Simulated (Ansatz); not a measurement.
`C[B](C)[GaH2]` → `C[BH][GaH2]` + `[CH2]` (triplet) at 700 K and 1 bar (formal loss of a carbene).

Gas-phase electronic energies from Ansatz, PBE0-D4/def2-TZVP geometries. CBS: MP2 limit from def2 TZ/QZ plus the TZ coupled-cluster correction, frozen cores. This one scheme is used for every species. Triplets are unrestricted, without spin–orbit coupling. For Ga outer-core shells are correlated without core-valence functions, which leaves a few kJ/mol of doubt a bond. Scalar relativity is left out up to krypton.

| species | CCSD(T)/CBS energy (Eh) | H − E (kJ/mol) | S (J/(mol·K)) |
| --- | --- | --- | --- |
| `C[B](C)[GaH2]` | -2029.63136 | 319.2 | 480.4 |
| `C[BH][GaH2]` | -1990.35208 | 226.0 | 417.5 |
| `[CH2]` (triplet) | -39.09499 | 70.4 | 226.8 |

H − E and S are ideal-gas, rigid-rotor, harmonic terms from PBE0-D4/def2-TZVP, for one conformer and one mirror image of each species, with the whole ground term of open shells counted as degenerate. 1 Eh = 2625.50 kJ/mol, R = 8.31446 J/(mol·K).

Problem. By hand: ΔE, ΔH, ΔS and ΔG.

Solution. ΔE = (-1990.35208) + (-39.09499) − (-2029.63136) = 0.18429 Eh = 483.9 kJ/mol. Δ(H − E) = 226.0 + 70.4 − 319.2 = -22.8, so ΔH = 461.1 kJ/mol. ΔS = 417.5 + 226.8 − 480.4 = 163.9 J/(mol·K). ΔG = 461.1 − 700 × (163.9)/1000 = 346.4 kJ/mol.

Problem. By hand: the equilibrium constant, and the temperature at which ΔG would vanish if ΔH and ΔS stayed fixed.

Solution. log₁₀ K = −ΔG/(RT ln 10) = -25.8. ΔG = 0 at ΔH/ΔS = 2813 K, far beyond where these terms or the molecules hold.

The number of gas molecules changes by +1, which sets the sign of ΔS. A doubt of 5 kJ/mol in ΔE shifts log₁₀ K by 0.4 here. Other conformers and mirror images would add mixing entropy, several J/(mol·K) or more a flexible species. A triplet takes part, so the spin changes. These are equilibria of isolated gas molecules and say nothing of rates. Largest T1 diagnostic: 0.013 (customary marks: 0.02 for closed shells, 0.045 for open ones).
